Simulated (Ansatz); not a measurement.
Geometry optimisation, RKS PBE/def2-SVP in Ansatz 0.2.0.

The input (input.yaml):

```yaml
crystal:
  periodic: [false, false, false]
  atoms:
    - { symbol: Ge, position_ang: [0.0, 0.0, 0.0] }
    - { symbol: Cl, position_ang: [0.0, 0.0, 2.57] }
    - { symbol: Ge, position_ang: [2.2632, 0.0, -0.7992] }
    - { symbol: H, position_ang: [2.7487, -1.4611, -0.9782] }
    - { symbol: H, position_ang: [2.3309, 0.7367, -2.1612] }
    - { symbol: H, position_ang: [3.1736, 0.7244, 0.225] }
    - { symbol: F, position_ang: [-0.7913, 1.3709, -0.5594] }
    - { symbol: F, position_ang: [-0.7913, -1.3709, -0.5594] }
    - { symbol: O, position_ang: [1.0804, -1.6406, 0.6527] }
    - { symbol: H, position_ang: [0.514, -2.4726, 0.5682] }
    - { symbol: H, position_ang: [0.773, -1.1739, 1.8227] }
basis:
  gaussian: { orbitals: def2-SVP }
hamiltonian:
  xc: pbe
relax:
  f_tol: 0.15
  max_steps: 25
  restrain:
    - { distance: [0, 8], at: 2.97, k: 30.0 }
    - { distance: [10, 1], at: 2.57, k: 30.0 }
    - { distance: [0, 1], at: 2.22, k: 30.0 }
    - { distance: [10, 8], at: 1.01, k: 30.0 }
output:
  orbitals: {}
```

Command:

```bash
$ ansatz run input.yaml --threads 4 --pin off --max-ram 5120MiB --backend cpu --events-out ev --progress --plain --runs-dir out
```

**Question.** Where does it end, and by what steps?

**Answer.** The run converged. The restraints hold the end off the free minimum; the threshold counts their pulls, which the force column leaves out. Restrained pairs: Ge1–O9 (2.07 → 2.96 Å), Cl2–H11 (1.59 → 2.57 Å), Ge1–Cl2 (2.57 → 2.21 Å), O9–H11 (1.30 → 0.99 Å). After 8 steps the energy has fallen by 2.555 eV (the restraints' own energy left out); O9 moved furthest, 0.77 Å.

```
step  energy less start (eV)  largest force component (eV/Å)  accepted
   0                  0.0000                           3.978       yes
   1                 -0.9898                           3.705       yes
   2                 -1.5114                           3.667       yes
   3                 -1.9157                           2.675       yes
   4                 -2.3524                           1.313       yes
   5                 -2.4749                           1.143       yes
   6                 -2.5308                           0.510       yes
   7                 -2.5393                           0.525       yes
   8                 -2.5547                           0.469       yes
```

```xyz
11
Properties=species:S:1:pos:R:3
Ge -0.012 0.172 -0.051
Cl -0.246 0.524 2.118
Ge 2.289 0.074 -0.865
H 2.512 -1.290 -1.542
H 2.432 1.215 -1.906
H 3.228 0.320 0.330
F -1.011 1.394 -0.810
F -0.916 -1.314 -0.350
O 1.399 -2.139 1.148
H 0.598 -2.538 0.749
H 1.029 -1.704 1.960
```

Run time: 22 s on 4 threads of Arm Neoverse V1 (shared host), peak memory 0.24 GiB.
